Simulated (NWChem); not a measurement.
System: C3H5FO; SMILES FC1COC1

```xyz
10

F      0.2724     1.7113     0.0000
C     -0.4442     0.5519     0.0000
C     -0.0112    -0.4943     1.0252
O      0.2103    -1.4593     0.0000
C     -0.0112    -0.4943    -1.0252
H     -1.5165     0.8044     0.0000
H     -0.7626    -0.8229     1.7629
H      0.9151    -0.1998     1.5518
H      0.9151    -0.1998    -1.5518
H     -0.7626    -0.8229    -1.7629
```
Atoms are numbered in this order, from 1.

All runs: NWChem. Pople sets run with spherical d functions. All runs use the structure optimised with PBE0/def2-SVP. Atomic charges in e: unrestrained fits to the electrostatic potential beside Mulliken populations; buried atoms are poorly determined by the fit.

Problem. What does the run give for Hartree-Fock/6-31G*? Quantities: ESP F1; Mulliken F1; ESP C2; Mulliken C2; ESP C3; Mulliken C3; ESP O4; Mulliken O4; ESP C5; Mulliken C5; relative RMS misfit of the potential (%).

Solution. 
```yaml
ESP F1: -0.29
Mulliken F1: -0.46
ESP C2: 0.15
Mulliken C2: 0.23
ESP C3: 0.35
Mulliken C3: 0.00
ESP O4: -0.55
Mulliken O4: -0.66
ESP C5: 0.34
Mulliken C5: 0.00
relative RMS misfit of the potential (%): 25
```
